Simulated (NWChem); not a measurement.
CH₃Li

SMILES: [CH3][Li]
```xyz
5

Li     0.9287    -1.2907     0.0000
C     -0.2231     0.3101     0.0000
H     -0.8949     0.3739     0.8799
H     -0.8949     0.3739    -0.8799
H      0.3422     1.2640     0.0000
```
Charge 0, spin multiplicity 1.

All runs are NWChem calculations. The geometry was optimised at PBE0/def2-SVP, a minimum by its harmonic frequencies.

Symmetry labels belong to the abelian group Cs used in the runs, with the axes of the coordinates shown; states degenerate in a higher group split over its labels.

The structure started from a generated list of species.

Problem. List the lowest 5 singlet excitations that TD-PBE/aug-cc-pVDZ gives, with oscillator strengths.

Solution. 
```tsv
state	symmetry	energy (eV)	wavelength (nm)	f
1	a'	2.56	485	0.085
2	a'	3.65	340	0.062
3	a"	3.65	340	0.062
4	a'	3.99	310	0.023
5	a'	4.11	302	0.001
```
